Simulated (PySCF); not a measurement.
Two-dimensional NMR puzzle

Compound of formula C$_{6}$H$_{12}$OSi$_{2}$. Correlations simulated from computed shifts and the bond graph:

HSQC (one-bond C–H):
```tsv
δH	δC
6.55	154.3
5.39	116.1
5.09	112.9
5.05	112.9
1.84	29.5
```

COSY cross peaks (H two or three bonds apart, from the bond graph; peaks can be absent where the dihedral angle is near 90°):
```tsv
δH	δH
6.55	5.39
5.43	5.11
5.09	5.05
```

HMBC (two and three bonds, from the bond graph):
```tsv
δH	δC
6.55	116.1, 37.1
5.43	155.2, 154.3, 116.1, 37.1
5.39	155.2, 154.3, 37.1
5.11	155.2, 154.3, 116.1, 37.1
5.09	155.2, 37.1, 29.5
5.05	155.2, 37.1, 29.5
4.09	155.2, 116.1, 37.1
1.84	155.2, 112.9, 37.1
```

Carbons without hydrogens: δ 155.2, 37.1.

[PySCF: geometry from GFN2-xTB; NMR shieldings at PBE0/pcSseg-1/GIAO; non-relativistic; one conformer; no solvent model; one averaged value for each set of equivalent atoms]

Referencing at the same level of theory: $^{1}$H (σ = 31.72 ppm) and $^{13}$C (σ = 186.93 ppm) vs TMS.

Exchangeable hydrogens are left out of these lists.

Which molecule is this?

## Answers

`C=C(C)[C@@]1([SiH3])C=CO[SiH2]1`.

Atom-mapped SMILES (the numbers label the heavy atoms): `[CH2:1]=[C:2]([CH3:3])[C@@:4]1([SiH3:5])[CH:6]=[CH:7][O:8][SiH2:9]1`; H(Xn) means a hydrogen on atom n. Ha(C1) is cis to C3; Ha(Si9) is pro-R; Hb(Si9) is pro-S; Hb(C1) is trans to C3.

1. δC 155.2 is C2, a fully substituted alkene carbon.
2. δC 154.3 is C7, an alkene carbon bearing oxygen (δH 6.55).
3. δC 116.1 is C6, a β carbon of an enol-ether or enamine type C=C (δH 5.39).
4. δC 112.9 is C1, a terminal =CH2 carbon (δH 5.05, 5.09).
5. δC 37.1 is C4, an allylic fully substituted sp3 carbon bonded to 2 Si.
6. δC 29.5 is C3, an allylic methyl carbon (δH 1.84).
7. HMBC from δH 6.55 reaches the proton-free carbon C4.
8. HMBC from δH 5.43 reaches the proton-free carbons C2, C4.
9. HMBC from δH 5.39 reaches the proton-free carbons C2, C4.
10. HMBC from δH 5.11 reaches the proton-free carbons C2, C4.
11. COSY links 6.55–5.39, 5.43–5.11, 5.09–5.05.

The data come from this structure; uniqueness wasn't tested.

Shifts are as computed. Against solution values, carbons near 30 ppm lie about +3 ppm off and those near 130 ppm about +5 ppm. Of 1211 compounds with measured shifts, 218 miss one by over three times the rms of a fit or turn the order of signals round; such compounds aren't used in these exercises.
